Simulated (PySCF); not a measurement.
An equivalent PySCF input for Pd (palladium, neutral), [Kr] 4d10, closed-shell 1S, with a scalar-relativistic core potential:

```python
from pyscf import gto, scf, dft, mp, cc
import basis_set_exchange as bse
txt = bse.get_basis("def2-TZVP", elements=["Pd"], fmt="nwchem", header=False)
cut = txt.index("\nECP")
mol = gto.M(atom="Pd 0 0 0", charge=0, spin=0, symmetry="D2h",
            basis=gto.basis.parse(txt[:cut]),
            ecp={"Pd": gto.basis.parse_ecp(txt[cut:])})
mf = dft.UKS(mol, xc="MN15")
mf.irrep_nelec = {'Ag': (3, 3), 'B1g': (1, 1), 'B2g': (1, 1), 'B3g': (1, 1), 'B1u': (1, 1), 'B2u': (1, 1), 'B3u': (1, 1)}
mf.kernel()
```

It reaches the same state as the run whose output follows, with an energy that differs only through the grid. The run itself started from symmetry-adapted Hartree-Fock orbitals and held the occupation by maximum overlap, on a logarithmic radial grid, so the iterations belong to that start.

```
SCF conv_tol = 1e-09
number electrons alpha = 9  beta = 9
XC functionals = MN15
    H. S. Yu, X. He, S. L. Li, and D. G. Truhlar.,  Chem. Sci. 7, 5032-5051 (2016)
    H. S. Yu, X. He, S. L. Li, and D. G. Truhlar.,  Chem. Sci. 7, 5032-5051 (2016)
cycle= 1 E= -127.603446370576  delta_E= 0.00922  |g|= 0.253  |ddm|= 0.189
cycle= 2 E= -127.581290602516  delta_E= 0.0222  |g|= 0.384  |ddm|= 0.285
cycle= 3 E= -127.620515092038  delta_E= -0.0392  |g|= 0.00395  |ddm|= 0.172
cycle= 4 E= -127.620521155668  delta_E= -6.06e-06  |g|= 0.000766  |ddm|= 0.00274
cycle= 5 E= -127.62052129335  delta_E= -1.38e-07  |g|= 2.65e-05  |ddm|= 0.000335
cycle= 6 E= -127.620521293519  delta_E= -1.69e-10  |g|= 6.37e-07  |ddm|= 1.06e-05
converged SCF energy = -127.620521293519  <S^2> = -5.3290705e-15  2S+1 = 1
```

Energies and moments cover only the electrons outside the core potential.
